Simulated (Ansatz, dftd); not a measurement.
System: MgCl, charge 0, doublet. MgCl (SMILES [Mg][Cl], doublet).
B3LYP-D3(BJ)/def2-TZVP minimum from Ansatz (a program for electronic structure):
```
Mg
Cl 1 2.2211
```
Charge 0, spin multiplicity 2.

Wanted: atomisation energy (electronic, to ground-state atoms), in kcal/mol. Open shells are spin-unrestricted; no spin-orbit coupling. Correlated methods leave the cores frozen. No relativity. CBS(X,Y): correlation extrapolated as X^-3, Hartree-Fock from the larger set. A bracket is a step between two methods taken in the basis named. Where a partner has so few electrons that a lower coupled-cluster level is exact, that level stands in. The spin of ClMg ([Mg][Cl], doublet) was assumed, and the state is the lowest solution found for it.

Compared with CCSD(T)/CBS(def2-TZVPP,def2-QZVPP) + [CCSDT(Q) - CCSD(T)]/def2-QZVPP + [CCSDTQ - CCSDT(Q)]/def2-SVP (Ansatz): 78.8 kcal/mol.

Costs are rough ratios of core time, to one figure, on one kind of shared machine, summed over the single points of the molecules; atoms, geometries and frequencies are left out. The first row took roughly 3 core seconds; short runs hold start-up time.

| level | program | cost relative to the first row | difference (kcal/mol) |
|---|---|---|---|
| r2SCAN-D3(BJ)/def2-TZVPD | Ansatz + dftd3 | 1 | 4.7 |
| r2SCAN-D4/def2-TZVPD | Ansatz + dftd4 | 1 | 4.7 |
| wB97M-V/def2-TZVPD | Ansatz | 2 | -6.1 |
| CCSD(T)/def2-QZVPP | Ansatz | 10 | -2.2 |
| CCSD(T)/CBS(def2-TZVPP,def2-QZVPP) + [CCSDT(Q) - CCSD(T)]/def2-SVP | Ansatz | 20 | 0.2 |
| CCSDT(Q)/def2-TZVPP | Ansatz | 30 | -5.9 |
| CCSD(T)/CBS(def2-TZVPP,def2-QZVPP) + [CCSDT(Q) - CCSD(T)]/def2-QZVPP | Ansatz | 500 | 0.0 |

The dearest row costs roughly 500 times the first. Costs within a factor of two don't rank. The table holds for this case alone.
